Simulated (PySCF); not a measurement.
## [Bi(HCN)]3+ at several levels of theory

Computed with PySCF 2.14.0 (density fitting, no spin-orbit coupling) at the geometry relaxed with PBE0:

```xyz
4
[Bi(HCN)]3+ (singlet)
Bi    0.0000    0.0000   -0.2205
N     0.0000    0.0000    1.9570
C     0.0000    0.0000    3.1270
H     0.0000    0.0000    4.2520
```

| level | basis | state | HOMO (eV) | gap (eV) | charge on Bi1 (e) | dipole about the centre of mass (D) | largest force component (eV/Å) |
| --- | --- | --- | --- | --- | --- | --- | --- |
| PBE0 | Bi def2-SVP with ECP60, N def2-SVP, C def2-SVP, H def2-SVP | singlet | -28.51 | 5.55 | 2.42 | 9.05 | 0.00 |
| PBE0 | Bi def2-TZVP with ECP60, N def2-TZVP, C def2-TZVP, H def2-TZVP | singlet | -28.40 | 5.46 | 2.35 | 9.10 | 0.69 |

Charges are Mulliken's, which hang on the basis. The relaxation used the grid (50, 194), these runs (75, 302) or, all-electron (x2c bases, spin-free X2C Hamiltonian), (99, 590).

Q: A further run in the first row's basis gives HOMO (eV) -27.43, gap (eV) 3.48, charge on Bi1 (e) 2.35, dipole about the centre of mass (D) 9.43, largest force component (eV/Å) 1.47. Which level was it?
A. revPBE
B. BP86

A: B. The others give HOMO -27.23 eV (revPBE).

In the first row's basis the gap widens with exact exchange: 3.5 eV for BP86, revPBE (none); 5.6 eV for PBE0 (a fixed share).
